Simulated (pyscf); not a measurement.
PySCF, gas phase, ωB97X-D3(BJ)/def2-SVP geometries. Singlets are restricted, triplets unrestricted.

Singlet (Å):
```xyz
6

F      1.5668    -0.6786    -0.8586
C      0.5044     0.0458    -0.5157
F      0.4954     1.1404    -1.2828
Cl    -0.9879    -0.8898    -0.7729
C      0.4485     0.2319     0.9935
Cl    -0.2898     1.6941     1.3547
```

Triplet (Å):
```xyz
6

F      1.1906     0.8972    -1.3805
C      0.3997     0.5763    -0.3521
F      0.5415     1.5265     0.5900
Cl    -1.2992     0.6014    -0.8973
C      0.7727    -0.7656     0.1647
Cl     0.0443    -1.6298     1.3693
```

Task: For these two minima of F–C(F)(Cl)–C:–Cl, which spin state lies lower at ωB97X-D3(BJ)/def2-TZVP, and by how much (electronic energies)?

Result: The singlet, by 6.9 kcal/mol. r²SCAN puts the other state lower. Zero-point energy shifts E(triplet) − E(singlet) by +0.2 kcal/mol. The 7 functionals that were run give -0.6 (r²SCAN) to +9.3 kcal/mol (ωB97M-D3(BJ)). F–C(F)(Cl)–C:–Cl [singlet] lies 51.2 kcal/mol over its isomer F–C(F)=C(Cl)–Cl, and others may lie lower still (electronic energy, ωB97M-D3(BJ)). 

E(triplet) − E(singlet) by level (kcal/mol):

```json
[
 {"level": "ωB97X-D3(BJ)/def2-TZVP", "gap": "+6.9"},
 {"level": "PBE/def2-TZVP", "gap": "+5.1"},
 {"level": "r²SCAN/def2-TZVP", "gap": "-0.6"},
 {"level": "B3LYP-D3(BJ)/def2-TZVP", "gap": "+5.4"},
 {"level": "PBE0-D3(BJ)/def2-TZVP", "gap": "+1.8"},
 {"level": "M06-2X/def2-TZVP", "gap": "+5.0"},
 {"level": "ωB97M-D3(BJ)/def2-TZVP", "gap": "+9.3"},
 {"level": "HF/def2-TZVP", "gap": "-14.9"}
]
```

The triplet is the lowest one reached from the SCF start used. A restricted singlet here is unstable towards spin polarisation, as is usual where a triplet lies low; its energy is less safe.
